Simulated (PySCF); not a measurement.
Si(F)2(NH2)2 (F₂H₄N₂Si), SMILES N[Si](F)(F)N. Geometry optimised at PBE0-D3(BJ)/def2-SVP. One conformer was computed; it need not be the lowest.

These are PySCF with PBE0-D3(BJ)/def2-SVP values and carry that method's errors.

Harmonic wavenumbers (cm⁻¹): 209, 222, 237, 324, 343, 349, 374, 390, 423, 760, 789, 809, 933, 983, 1003, 1531, 1535, 3636, 3638, 3741, 3742. Rotational constants (GHz): 3.992, 3.837, 3.455; symmetry number 2.

Problem. Work out the zero-point energy and the ideal-gas rigid-rotor harmonic-oscillator thermochemistry at 298.15 K and 1 atm.

Solution. ZPE = ½ Σ hcν = ½ × 25969 cm⁻¹ = 155.33 kJ/mol. H − E(el) = 175.81 kJ/mol. Entropy in J/(mol K): translation 165.94, rotation 103.90, vibration 56.15, total 325.99. G − E(el) = 78.62 kJ/mol. Cp = 108.72 J/(mol K).
